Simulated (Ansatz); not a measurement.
```yaml
crystal:
  periodic: [false, false, false]
  atoms:
    - {symbol: C, position_ang: [-1.248614, 1.061588, 0.818797]}
    - {symbol: Al, position_ang: [-0.202746, -0.459766, 1.458000]}
    - {symbol: S, position_ang: [2.033726, -0.453639, 1.152009]}
    - {symbol: S, position_ang: [1.026184, -1.558804, -0.286525]}
    - {symbol: C, position_ang: [0.928868, -0.457318, -1.712549]}
    - {symbol: H, position_ang: [-1.666520, 1.603745, 1.673825]}
    - {symbol: H, position_ang: [-0.663520, 1.777142, 0.236502]}
    - {symbol: H, position_ang: [-2.097253, 0.734962, 0.209231]}
    - {symbol: H, position_ang: [-0.755823, -1.529579, 2.484939]}
    - {symbol: H, position_ang: [1.931710, -0.309062, -2.110697]}
    - {symbol: H, position_ang: [0.305927, -0.960610, -2.455003]}
    - {symbol: H, position_ang: [0.484961, 0.496240, -1.434531]}
basis:
  gaussian: {orbitals: def2-TZVPP}
hamiltonian: {xc: {name: rPW86-PBE}}
scf: {lower_state_search: light}
output: {forces: true}
```

```sh
$ ansatz run in.yaml --threads 4 --pin off --events-out ev --progress --plain --max-ram 10444MiB
```

Shortened log:

```
Functional definition: rPW86-PBE
1610 factors; their error is unknown
mean field evaluation 1: about -30473.4210 eV, gradient 8.8e1 eV
mean field evaluation 2: about -30442.0154 eV, gradient 1.2e2 eV
mean field evaluation 4: about -30490.8663 eV, gradient 1.3e1 eV
mean field evaluation 8: about -30491.2743 eV, gradient 1.6e-1 eV
mean field evaluation 16: about -30491.2468 eV, gradient 7.0e-3 eV
mean field -30491.24678098 eV, -1120.5326514915 hartree, gradient 1.7e-5 eV, S^2 0.000000; 0 other end points of the search recorded, 0 dependent functions left out
reference -30491.24690802 eV, -1120.5326561601 hartree; 32, 32 occupied and 254, 254 virtual orbitals, 1610 factors
Total energy: -30491.24690802 eV, -1120.5326561601 hartree
Atom 0 at    -1.248614     1.061588     0.818797 Å, force    -0.079765     0.073749    -0.004632 eV/Å
Atom 1 at    -0.202746    -0.459766     1.458000 Å, force    -0.181126    -0.085739     0.229042 eV/Å
Atom 2 at     2.033726    -0.453639     1.152009 Å, force     0.515268     0.238457     0.376099 eV/Å
Atom 3 at     1.026184    -1.558804    -0.286525 Å, force    -0.106158    -0.642060    -0.055503 eV/Å
Atom 4 at     0.928868    -0.457318    -1.712549 Å, force    -0.025785     0.194865    -0.331222 eV/Å
Atom 5 at    -1.666520     1.603745     1.673825 Å, force    -0.044000     0.058848     0.065143 eV/Å
Atom 6 at    -0.663520     1.777142     0.236502 Å, force     0.036173     0.072336    -0.057302 eV/Å
Atom 7 at    -2.097253     0.734962     0.209231 Å, force    -0.083835    -0.009073    -0.053822 eV/Å
Atom 8 at    -0.755823    -1.529579     2.484939 Å, force    -0.018908    -0.008549     0.012801 eV/Å
Atom 9 at     1.931710    -0.309062    -2.110697 Å, force     0.086089     0.031362    -0.064907 eV/Å
Atom 10 at     0.305927    -0.960610    -2.455003 Å, force    -0.059486    -0.030407    -0.099932 eV/Å
Atom 11 at     0.484961     0.496240    -1.434531 Å, force    -0.038468     0.106211    -0.015766 eV/Å
Dipole moment:    -0.107418     0.154657    -0.528463 e Å
```

Hardware: 4 threads of an Arm Neoverse V1 on a shared host. Wall time 7.5 s, peak host memory 0.54 GiB.
